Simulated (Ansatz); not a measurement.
Consider the formal exchange of groups at the Si–S bond: `BS[SiH2][SiH2][SiH3]` + `[SiH3][SiH2][GeH3]` → `[SiH3][SiH2][SiH2][GeH2][SiH2][SiH3]` + `BS`.

Program: Ansatz. Geometries: PBE0-D4/def2-TZVP. ΔE: electronic, gas phase. CCSD(T)/CBS is the MP2 limit (def2-TZVPP, def2-QZVPP) plus CCSD(T) − MP2 in def2-TZVPP, frozen cores. This one scheme is used for every species. DFT in def2-TZVPP. B3LYP here is the variant with VWN-RPA as its local correlation; programs differ in this. For Ge outer-core shells are correlated without core-valence functions, which leaves a few kJ/mol of doubt a bond. Scalar relativity is left out up to krypton. Each species was taken in one conformer, which may not be the lowest.

`BS[SiH2][SiH2][SiH3]`:

Z-matrix (Å, degrees):
```
Si
S 1 2.164
Si 1 2.337 2 109.0
H 1 1.487 2 106.3 3 120.1
H 1 1.485 2 109.0 3 -122.5
B 2 1.773 1 100.0 3 73.4
Si 3 2.339 1 111.6 2 -54.4
H 3 1.491 1 109.6 2 -176.3
H 3 1.490 1 108.0 2 65.9
H 6 1.195 2 121.4 1 2.1
H 6 1.192 2 117.0 1 -178.8
H 7 1.487 3 110.2 1 58.6
H 7 1.488 3 109.7 1 178.1
H 7 1.486 3 110.3 1 -61.9
```

`[SiH3][SiH2][GeH3]`:

```xyz
11

Si    0.408   -1.130    1.560
Si   -0.846    0.401    0.318
Ge    0.205    0.830   -1.773
H    -0.231   -1.414    2.873
H     1.771   -0.585    1.800
H     0.534   -2.405    0.804
H    -0.977    1.679    1.074
H    -2.213   -0.139    0.080
H     0.339   -0.475   -2.577
H     1.615    1.405   -1.551
H    -0.604    1.835   -2.609
```

`[SiH3][SiH2][SiH2][GeH2][SiH2][SiH3]`:

Z-matrix (Å, degrees):
```
Si
Si 1 2.339
H 1 1.488 2 109.9
H 1 1.487 2 111.7 3 -120.8
H 1 1.488 2 109.3 3 118.6
Si 2 2.336 1 109.0 3 -48.7
H 2 1.490 1 109.9 3 -171.0
H 2 1.490 1 110.0 3 70.0
Ge 6 2.382 2 109.2 1 55.5
H 6 1.490 2 110.6 1 175.2
H 6 1.490 2 109.9 1 -65.1
Si 9 2.385 6 111.2 2 49.6
H 9 1.541 6 109.6 2 -71.3
H 9 1.542 6 109.7 2 170.9
Si 12 2.339 9 112.6 6 -82.9
H 12 1.490 9 109.2 6 156.7
H 12 1.490 9 109.0 6 39.1
H 15 1.488 12 110.1 9 -174.4
H 15 1.487 12 111.0 9 65.5
H 15 1.487 12 109.8 9 -54.7
```

`BS`:

```xyz
5

B    -0.308    0.380    0.312
S     1.175   -0.247   -0.411
H    -0.194    1.386    0.940
H    -1.350   -0.178    0.172
H     0.677   -1.340   -1.014
```

| level | ΔE (kcal/mol) | difference from CCSD(T)/CBS |
| --- | --- | --- |
| LDA (SPW92) | 3.3 | -0.9 |
| revPBE-D4 | 3.3 | -0.9 |
| BLYP-D4 | 3.4 | -0.8 |
| B3LYP-D4 | 3.7 | -0.5 |
| r2SCANh-D4 | 4.3 | 0.1 |
| BHLYP-D4 | 4.2 | 0.0 |
| CAM-B3LYP-D4 | 4.4 | 0.2 |
| ωB97X-V | 4.6 | 0.4 |
| PBE | 4.2 | 0.0 |
| revPBE | 5.0 | 0.8 |
| B3LYP | 6.0 | 1.8 |
| LC-ωPBE | 5.6 | 1.4 |
| MP2/def2-SVP | 3.5 | -0.7 |
| MP2/def2-QZVPP | 5.2 | 1.0 |
| MP2/CBS(def2) | 5.3 | 1.1 |
| CCSD/CBS(def2) | 4.6 | 0.4 |
| CCSD(T)/CBS | 4.2 | 0 |

Largest T1 diagnostic among the species: 0.015.

At CCSD(T), def2-SVP lies −1.5 kcal/mol from the extrapolated value and def2-TZVPP −0.4 kcal/mol. From BLYP to BHLYP (50 % exact exchange), in def2-TZVPP and without D4, ΔE moves by +0.8 kcal/mol. Leaving LDA and LC-ωPBE aside and taking each functional with its dispersion term where it has one, the values, not all of them listed here, spread over 2.9 kcal/mol, from PBE-D4 to B2PLYP. LDA lies −1.0 kcal/mol from PBE without D4.
